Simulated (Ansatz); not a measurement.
Geometry optimisation, Ansatz 0.2.0, RKS BHLYP/def2-SVP.

Input file:

```yaml
crystal:
  periodic: [false, false, false]
  atoms:
    - { symbol: F, position_ang: [-1.9597, 0.6558, 0.685] }
    - { symbol: Si, position_ang: [-0.3776, 0.9356, 0.3319] }
    - { symbol: Al, position_ang: [0.5717, -1.1151, -0.3055] }
    - { symbol: Cl, position_ang: [-0.0858, -2.2011, -2.0567] }
    - { symbol: H, position_ang: [-0.2357, 1.8926, -0.7892] }
    - { symbol: H, position_ang: [0.3055, 1.4775, 1.5258] }
    - { symbol: H, position_ang: [1.8428, -1.7134, 0.5631] }
basis:
  gaussian: { orbitals: def2-SVP }
hamiltonian:
  xc: { name: BHLYP }
relax:
  f_tol: 0.02
  max_steps: 40
scf:
  lower_state_search: "off"
output:
  orbitals: {}
```

Run as:

```bash
$ ansatz run input.yaml --threads 1 --pin off --max-ram 2048MiB --backend cpu --events-out ev --progress --plain --runs-dir out
```

Question: Where does it end, and by what steps?

Answer: The run converged. After 5 steps the energy has fallen by 0.185 eV; H7 moved furthest, 0.18 Å.

```csv
step,energy less start (eV),largest force component (eV/Å),accepted
0,0.0000,1.709,yes
1,-0.1507,0.524,yes
2,-0.1777,0.486,yes
3,-0.1815,0.404,yes
4,-0.1847,0.129,yes
5,-0.1853,0.015,yes
```

```xyz
7
Properties=species:S:1:pos:R:3
F -1.940 0.677 0.637
Si -0.370 0.961 0.323
Al 0.668 -1.181 -0.289
Cl -0.085 -2.193 -1.973
H -0.302 1.974 -0.756
H 0.228 1.556 1.542
H 1.861 -1.862 0.470
```

The run took 14 s on 1 thread of Intel(R) Xeon(R) Platinum 8488C (Sapphire Rapids), on a shared host, peak memory 0.16 GiB.
